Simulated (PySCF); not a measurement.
An unknown shows these calculated signals:

1H NMR (300 MHz, computed): δ 6.34 (br s, 1H), 6.07 (br s, 1H), 6.01 (br s, 1H), 5.54 (br s, 1H), 4.45 (s, 3H).

13C{1H} NMR (computed): δ 166.0 (C), 152.6 (C), 142.6 (CH2), 123.3 (CH2), 120.3 (C).

- shieldings: GIAO PBE0/pcSseg-1
- GFN2-xTB structure
- program: PySCF 2.14
- equivalent nuclei averaged, no relativistic terms, no solvent model, one conformer

Referencing at the same level of theory: 1H (σ = 31.72 ppm), 13C (σ = 186.93 ppm) vs TMS.

Which of these does the molecule contain: a CF3 group, a Si–H bond, an amide, a Si–CH3 group, a non-aromatic C=C double bond?

## Answers


- A CF3 group: no.
- A Si–H bond: yes (δH 4.45 (s)).
- An amide: no.
- A Si–CH3 group: no.
- A non-aromatic C=C double bond: yes.

The data belong to `C=C([SiH3])C(=C)C(Cl)(Cl)Cl`, C5H7Cl3Si; they needn't prove each group on their own.

Carbon signals by region: 1 in the far downfield region (above 160 ppm), 4 in the sp2 and nitrile region (100–160 ppm). Above 160 ppm: 166.0, fully substituted alkene carbon.

Carbons that carry Cl, above all several Cl atoms, come out too deshielded, partly because spin–orbit coupling is missing. Shifts are as computed. Against solution values, carbons near 30 ppm lie about +3 ppm off and those near 130 ppm about +5 ppm; carbons on Cl a further +6 ppm. Of 1211 compounds with measured shifts, 218 miss one by over three times the rms of a fit or turn the order of signals round; such compounds aren't used in these exercises. No couplings were computed; multiplicities are counted from neighbouring protons, with m where these are inequivalent, close in shift, in a saturated or five-membered ring or joined by F or P, and br s for small geminal =CH2 splittings.
